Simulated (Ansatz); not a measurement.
CH$_{4}$Br$_{2}$Si (`C[SiH](Br)Br`), charge 0, multiplicity 1.

Give a relaxed structure at PBE0-D4/def2-TZVP (the Gaussian-basis code of Ansatz). (An estimate is asked.)

The calculation gave: 
```xyz
8

C    -0.128    0.184    1.025
Si    0.085   -0.295   -0.749
Br    2.050    0.416   -1.487
Br   -1.529    0.611   -1.969
H    -1.095   -0.168    1.392
H     0.665   -0.263    1.629
H    -0.085    1.269    1.135
H     0.036   -1.754   -0.976
```
Point group Cs.
